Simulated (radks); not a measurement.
Values are calculated unless marked as measured or tabulated.
Species: Cd+. Configuration: [Kr] 4d10 5s1 (the NIST ground configuration). Level of theory: Dirac Kohn-Sham, LDA (Slater exchange, Perdew-Wang correlation), spin-unpolarised, spherical densities, finite nucleus; Fermi nuclear charge, rms radius 4.6087 fm (a radial shooting solver on a logarithmic mesh with Libxc functionals).

Normalised radial functions P(r) = r R(r) (large component), r in bohr:

```
   r/bohr * 4d3/2, o 4d5/2 (the largest magnitude, 0.945, reaches the edge; | marks zero, & curves that meet)
 0.001628                             &
 0.001895                             &
 0.002188                             &
 0.002527                             &
 0.002942                             &
 0.003398                             &
 0.003956                             &
 0.004568                             &
 0.005318                             &
 0.006142                             &
 0.007094                             &
 0.008258                             &
 0.009537                             &
   0.0111                             &
  0.01282                             &
  0.01481                             &
  0.01724                             &
  0.01991                             &
  0.02318                             &
  0.02677                             &
  0.03091                             |&
  0.03599                             |&
  0.04156                             |&
  0.04838                             | &
  0.05588                             | &
  0.06505                             |  &
  0.07513                             |   &
  0.08676                             |    o*
    0.101                             |      &
   0.1167                             |        &
   0.1358                             |         o*
   0.1568                             |           &
   0.1811                             |            &
   0.2109                             |             &
   0.2435                             |            &
   0.2835                             |          *o
   0.3274                             |       &
   0.3811                             |  *o
   0.4402                          *o |
   0.5084                    &        |
   0.5918             *o              |
   0.6835        &                    |
   0.7957    &                        |
   0.9189  &                          |
    1.061  &                          |
    1.235    &                        |
    1.427       &                     |
    1.661           &                 |
    1.918               &             |
    2.215                  &          |
    2.579                     o*      |
    2.979                        &    |
    3.467                          &  |
    4.005                           & |
    4.662                            &|
    5.384                             &
    6.218                             &
    7.239                             &
     8.36                             &
    9.732                             &
    11.24                             &
```

4d3/2: eigenvalue -21.173 eV, 1 radial node at r = 0.413 bohr, <r> = 1.26 bohr, 90 % of the charge inside 2.01 bohr. 4d5/2: eigenvalue -20.462 eV, 1 radial node at r = 0.417 bohr, <r> = 1.28 bohr, 90 % of the charge inside 2.05 bohr.
